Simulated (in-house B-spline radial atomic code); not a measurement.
Values are calculated unless marked as measured or tabulated.
Correlation energy from the adiabatic connection: −Z exp(−kr)/r, Z = 4.92, k = 0.782

Two electrons in a singlet, external potential −Z exp(−kr)/r, Z = 4.92, k = 0.782 (atomic units). Full CI in B-splines (partial waves to l = 8, correlation up to 0.6 % small) with the density held fixed gives W(λ) = <V_ee>_λ − U, and E_c is the integral of W(λ) − W(0) from 0 to 1.

| λ | W(λ) − W(0) (hartree) |
| --- | --- |
| 0 | 0.00000 |
| 0.02 | -0.00188 |
| 0.05 | -0.00470 |
| 0.12 | -0.01121 |
| 0.25 | -0.02310 |
| 0.4 | -0.03652 |
| 0.6 | -0.05391 |
| 0.8 | -0.07077 |
| 1 | -0.08710 |

**Question.** Integrate the table by the trapezoid rule.

**Answer.** The strips give -0.00002, -0.00010, -0.00056, -0.00223, -0.00447, -0.00904, -0.01247, -0.01579, which sum to -0.04467 hartree. The direct value, W(1) − W(0) + T_c with T_c = 0.04240, is -0.04471; the curve is convex, so chords lie above it and the trapezoids fall short in size by 0.07 %.

**Question.** Now use only three numbers: W(0) = -2.7827, the initial slope W'(0) = -0.09433 (extrapolated from the first points) and the strong-coupling limit of the point-charge-plus-continuum model, W∞ = -3.9592. What do second-order theory and the interpolation W(λ) = W∞ + (W(0) − W∞)/√(1 + 2χλ) of Seidl, Perdew and Levy give?

**Answer.** Second order keeps the slope alone: E_c = W'(0)/2 = -0.04716, +5 % in size against -0.04471. Matching the slope fixes χ = W'(0)/(W∞ − W(0)) = -0.09433/(-1.17650) = 0.08018. Integrating, with s = √(1 + 2χ) = 1.077199, E_c = −(W(0) − W∞)(s − 1)/(s + 1) = −1.17650 × 0.077199/2.077199 = -0.04372 hartree, -2.2 % in size against the full result. At λ = 1 the formula gives W − W(0) = -0.08432 against -0.08710. Part of the miss can come from the model's W∞.
